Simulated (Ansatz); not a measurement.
Computed with Ansatz on PBE0-D4/def2-TZVP structures; ΔE is electronic, products minus reactants. CCSD(T)/CBS adds triple-zeta CCSD(T) − MP2 to the extrapolated MP2 energy (def2 sets, frozen cores). DFT in def2-TZVPP. B3LYP here is the variant with VWN-RPA as its local correlation; programs differ in this. Each species was taken in one conformer, which may not be the lowest.

`C=C[Si@@H](O)[Si@@H](O)F` + `N[Si](O)(F)F` → `O[SiH](F)N[Si](O)(F)F` + `C=C[SiH2]O`  (cleavage of the Si–Si bond)

CCSD(T)/CBS gives -24.4 kcal/mol.

**Question.** Another level gave -25.0 kcal/mol. Which?
A. r2SCAN-D4/def2-TZVPP
B. B3LYP/def2-TZVPP
C. CCSD(T)/def2-TZVPP
D. PBE0-D4/def2-TZVPP

**Answer.** C. CCSD(T)/def2-TZVPP -25.0, r2SCAN-D4 -23.6, PBE0-D4 -21.1, B3LYP -22.6 kcal/mol.

Largest T1 diagnostic among the species: 0.012.

In def2-TZVPP, CCSD(T) changes the Hartree–Fock value by +2.8 kcal/mol (the triples alone add +0.4 kcal/mol) and MP2 by +1.6 kcal/mol. From PBE to PBE0 (25 % exact exchange), in def2-TZVPP and without D4, ΔE moves by −2.3 kcal/mol.
